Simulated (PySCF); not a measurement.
# Spinor energies of Br³¹⁺ (bromine, charge +31)

Start: [He] 2s2. Calculated with PySCF 2.14 in an uncontracted even-tempered set (17 s from 12 bohr⁻², ratio 2.4; 11 p from 15 bohr⁻², ratio 2.4; 5 d from 49 bohr⁻², ratio 2.6; 4 f from 73 bohr⁻², ratio 2.6): generalised Hartree-Fock with the X2C-1e Hamiltonian and a Gaussian nucleus; one run each with spin-orbit coupling (SO) switched off, then screened by Boettger's factors.

```csv
spinor shell,electrons,"ε, spin-free (eV)","ε, screened SO (eV)",weight of nominal j (screened SO),"rms radius, screened SO (bohr)"
1s1/2,2,-15961.1,-15961.1,1.000,0.0488
2s1/2,2,-3730.1,-3730.1,1.000,0.190
```

```tsv
quantity	spin-free	screened SO
E (hartree)	-1502.37143	-1502.37143
M_J	0	0
⟨J²⟩	0.000	0.000
⟨L²⟩	0.000	0.000
⟨S²⟩	0.000	0.000
```

Without spin-orbit coupling the j labels of p, d and f shells carry no meaning; the spin-free column gives the mean over the occupied spinors of each nl shell.
